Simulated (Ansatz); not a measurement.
Consider the formal exchange of groups at the Si–F bond: `F[SiH2]C[TeH]` + `CC(O)(F)CO` → `O[SiH2]C[TeH]` + `CC(O)(F)CF`.

Gas-phase electronic energies from Ansatz, PBE0-D4/def2-TZVP geometries. CBS: MP2 limit from def2 TZ/QZ plus the TZ coupled-cluster correction, frozen cores. Functionals use def2-TZVPP. def2 core potentials past Kr. For Te outer-core shells are correlated without core-valence functions, which leaves a few kJ/mol of doubt a bond. Each species was taken in one conformer, which may not be the lowest.

```
        species  PBE0 energy (Eh)
`F[SiH2]C[TeH]`        -698.34353
   `CC(O)(F)CO`        -368.59061
`O[SiH2]C[TeH]`        -674.31573
   `CC(O)(F)CF`        -392.60371
```

Problem. Work out ΔE.

Solution. ΔE = (-674.31573) + (-392.60371) − (-698.34353) − (-368.59061) = 0.01470 Eh = +9.2 kcal/mol. CCSD(T)/CBS gives +9.9 kcal/mol.

Largest T1 diagnostic among the species: 0.011.
